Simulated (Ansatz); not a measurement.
`[OH][Sn][Br]` and `[OH][Sn][OH]` differ in one atom or group.

Ansatz, PBE0-D4/def2-TZVP geometries, multiplicity 1. Each molecule was computed in one conformer, which needn't be the lowest.

Elements past krypton have def2 core potentials. Scalar relativity is left out up to krypton. Spin–orbit coupling is left out; it splits and shifts lone-pair levels of the heavy atoms by tenths of an eV.

```
                                        property  `[OH][Sn][Br]`
            HOMO–LUMO gap (PBE0/def2-TZVPP) / eV            4.90
  zero-point energy (PBE0-D4/def2-TZVP) / kJ/mol            35.7
              LUMO energy (PBE0/def2-TZVPP) / eV           -2.59
size of the dipole moment (B3LYP/def2-TZVPP) / D            4.04
             LUMO energy (B3LYP/def2-TZVPP) / eV           -2.82
             HOMO–LUMO gap (PBE/def2-TZVPP) / eV            3.15
```

(1) Give the same properties after the change, and the shifts. (Estimate.)

## Answers

(1) Ansatz gave: 
| property | `[OH][Sn][OH]` | shift |
| --- | --- | --- |
| HOMO–LUMO gap (PBE0/def2-TZVPP) / eV | 5.54 | 0.64 |
| zero-point energy (PBE0-D4/def2-TZVP) / kJ/mol | 68.6 | 32.9 |
| LUMO energy (PBE0/def2-TZVPP) / eV | -1.94 | 0.65 |
| size of the dipole moment (B3LYP/def2-TZVPP) / D | 2.57 | -1.47 |
| LUMO energy (B3LYP/def2-TZVPP) / eV | -2.18 | 0.64 |
| HOMO–LUMO gap (PBE/def2-TZVPP) / eV | 3.71 | 0.56 |

The zero-point energy changes by 32.9 kJ/mol with +3 modes. Dipoles are sizes alone; their direction can turn.

B3LYP here is the variant with VWN-RPA as its local correlation; programs differ in this.
